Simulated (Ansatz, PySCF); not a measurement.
Species: CH2Cl3Sn, charge 0, multiplicity 2. It need not be the lowest isomer of its formula. 
Coordinates optimised at B3LYP-D3(BJ)/def2-TZVP (Ansatz, an electronic-structure program):
```
Sn
C 1 2.0942
H 2 1.0816 1 120.70
H 2 1.0816 3 119.05 1 -179.84
Cl 1 2.3253 2 110.68 3 164.30
Cl 1 2.3268 2 111.65 3 43.73
Cl 1 2.3286 2 112.75 3 -75.77
```
Charge 0, spin multiplicity 2.

Wanted: atomisation energy (electronic, to ground-state atoms), in kJ/mol. Correlated levels leave the core frozen unless marked. UHF or UKS for open shells. No spin-orbit coupling. Frozen are the shells of the preceding noble gas and the d and f shells that filled before the atom's block. Past Kr the def2 sets carry scalar-relativistic core potentials. STO-3G rows are all-electron and non-relativistic. The coupled-cluster limit lacks core correlation, which all-electron functionals hold. CBS(X,Y): correlation extrapolated as X^-3; Hartree-Fock from the larger set. [CCSD(T)-MP2]/basis is that difference in the basis named.

| level | program | atomisation energy (kJ/mol) |
|---|---|---|
| HF/def2-TZVPD | PySCF | 1522.2 |
| PBE/def2-TZVPD | Ansatz | 2101.0 |
| PBE-D4/def2-TZVPD | Ansatz + dftd4 | 2125.3 |
| r2SCAN-D3(BJ)/def2-TZVPD | Ansatz + dftd3 | 2114.6 |

Question: What does RI-MP2/CBS(def2-TZVPP,def2-QZVPP)+[CCSD(T)-MP2]/def2-TZVPP (Ansatz) give?

Answer: 2094.6 kJ/mol, so r2SCAN-D3(BJ)/def2-TZVPD differs from it by 20.0 kJ/mol.
